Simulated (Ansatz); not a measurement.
`C[O][Sn]([OH])([Cl])[Cl]` + `[SH][Zn][SH]` → `C[S][Zn][SH]` + `[OH][Sn]([OH])([Cl])[Cl]`  (substitution at a C–O bond)

Isolated molecules relaxed with PBE0-D4/def2-TZVP in Ansatz; ΔE leaves out vibrations. CCSD(T)/CBS adds triple-zeta CCSD(T) − MP2 to the extrapolated MP2 energy (def2 sets, frozen cores). Elements past krypton have def2 core potentials. For Sn, Zn outer-core shells are correlated without core-valence functions, which leaves a few kJ/mol of doubt a bond. Scalar relativity is left out up to krypton. One conformer a species, not always the lowest.

`C[O][Sn]([OH])([Cl])[Cl]`:

Z-matrix (Å, degrees):
```
C
O 1 1.415
H 1 1.096 2 112.0
H 1 1.096 2 112.0 3 -122.5
H 1 1.092 2 107.3 3 118.7
Sn 2 1.936 1 121.4 3 61.0
Cl 6 2.298 2 110.8 1 -59.0
O 6 1.931 2 105.9 1 -179.3
Cl 6 2.297 2 111.0 1 60.7
H 8 0.963 6 111.3 2 1.4
```

`[SH][Zn][SH]`:

Cartesian coordinates in Å:
```
S 0.023 -1.991 0.923
Zn -0.293 0.024 0.209
S -0.644 2.043 -0.480
H 1.339 -1.787 1.112
H -0.425 1.712 -1.765
```

`C[S][Zn][SH]`:

```xyz
8

C     0.850    1.476   -0.026
S     0.891    0.154    1.230
Zn   -0.286   -1.399    0.301
S    -1.441   -2.977   -0.628
H     1.429    2.304    0.385
H    -0.164    1.824   -0.214
H     1.314    1.161   -0.959
H    -2.593   -2.543   -0.088
```

`[OH][Sn]([OH])([Cl])[Cl]`:

Z-matrix (Å, degrees):
```
Sn
O 1 1.931
Cl 1 2.289 2 108.1
O 1 1.938 2 106.3 3 121.3
Cl 1 2.301 2 112.2 3 -119.3
H 2 0.963 1 111.6 3 -140.3
H 4 0.962 1 113.6 2 152.7
```

Question: Is it downhill or uphill in electronic energy at CCSD(T)/CBS, and by how much? (Best estimate.)

Answer: Computed: Downhill: ΔE = -7.2 kcal/mol.

Question: What do these levels give: HF/def2-TZVPP, HF/def2-QZVPP, MP2/def2-QZVPP, SCS-MP2/def2-QZVPP, HF/CBS(def2), CCSD/CBS(def2)? (Best estimate.)

Answer: The calculation gave: HF/def2-TZVPP -4.7, HF/def2-QZVPP -4.6, MP2/def2-QZVPP -8.3, SCS-MP2/def2-QZVPP -7.4, HF/CBS(def2) -4.6, CCSD/CBS(def2) -6.9 kcal/mol.

Largest T1 diagnostic among the species: 0.014.

In def2-TZVPP, CCSD(T) changes the Hartree–Fock value by −1.6 kcal/mol (the triples alone add −0.3 kcal/mol) and MP2 by −3.1 kcal/mol.
